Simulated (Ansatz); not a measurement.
AlGeH₄NO (`[NH2][GeH]1[O][AlH]1`). The species carries charge 0 and has multiplicity 1.

Z-matrix (Å, degrees):
```
Ge
O 1 1.896
Al 1 2.331 2 46.0
N 1 1.822 2 114.7 3 -118.4
H 1 1.543 2 108.8 3 125.7
H 3 1.577 1 168.5 2 -176.3
H 4 1.009 1 116.8 2 -82.9
H 4 1.008 1 117.5 2 52.2
```

What are the harmonic wavenumbers in cm⁻¹ at PBE0-D4/def2-TZVP (Ansatz, finite differences of forces, unscaled)? (An estimate is asked.)

Computed: 144, 195, 261, 369, 391, 422, 431, 600, 618, 700, 729, 867, 908, 1570, 1950, 2118, 3576, 3683.

Is this a minimum?

Yes, all 18 modes are real.

Give the ideal-gas thermochemistry at 298.15 K and 1 bar (rigid rotor, harmonic oscillator; point group C1, symmetry number 1).

Zero-point energy 116.8 kJ/mol; H(298) − E = 136.1 kJ/mol; entropy 330.1 J/(mol·K), of which translation 169.9, rotation 109.4, vibration 50.8; G(298) − E = 37.7 kJ/mol.

And at 400, 500, 600, 800 and 1000 K?


```json
{"T (K)": "400", "H − E (kJ/mol)": "147.1", "S (J/mol/K)": "361.9", "G − E (kJ/mol)": "2.4"}
{"T (K)": "500", "H − E (kJ/mol)": "159.2", "S (J/mol/K)": "388.8", "G − E (kJ/mol)": "-35.2"}
{"T (K)": "600", "H − E (kJ/mol)": "172.2", "S (J/mol/K)": "412.4", "G − E (kJ/mol)": "-75.3"}
{"T (K)": "800", "H − E (kJ/mol)": "200.0", "S (J/mol/K)": "452.3", "G − E (kJ/mol)": "-161.9"}
{"T (K)": "1000", "H − E (kJ/mol)": "229.7", "S (J/mol/K)": "485.5", "G − E (kJ/mol)": "-255.7"}
```

Rotational constants (cm⁻¹)?

0.3322, 0.07981, 0.07949.
